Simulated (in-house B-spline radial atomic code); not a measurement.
Configurations of Ti4+, with energies counted from [Ne] 3s2 3p6. Method: non-relativistic B97-1, spin-polarised, spherical fractional occupations, exact exchange averaged over the configuration, point nucleus. Calculated with a B-spline radial code for spherical atoms. Shells without spins written out take the highest spin.

Occupations are held fixed; configurations that lie above the ionisation limit could autoionise.

```csv
configuration,E - E(ref) (eV),highest orbital,its <r> (bohr)
[Ne] 3s1 3p6 3d1,60.663,3d up,1.12
[Ne] 3s2 3p5 4d1,70.501,4d up,3.038
[Ne] 3s2 3p5 4f1,77.23,4f up,3.391
[Ne] 3s1 3p6 4p1,86.227,4p up,2.547
[He] 2s2 2p5 3s2 3p6 4s1,483.32,4s up,2.291
[He] 2s2 2p5 3s2 3p6 4f1,507.09,4f up,3.398
```

Q: Order these further configurations by energy, lowest first.
A. [He] 2s2 2p5 3s2 3p6 4p1
B. [Ne] 3s1 3p6 4f1
C. [Ne] 3s1 3p6 4s1
D. [Ne] 3s1 3p6 4d1
E. [Ne] 3s2 3p5 4s1

A: E (54.335 eV), C (79.635 eV), D (95.832 eV), B (102.6 eV), A (489.9 eV).

Q: How far above the reference does [He] 2s2 2p5 3s2 3p6 4d1 lie?

A: 499.6 eV; its least bound orbital is 4d up with <r> = 2.948 bohr.
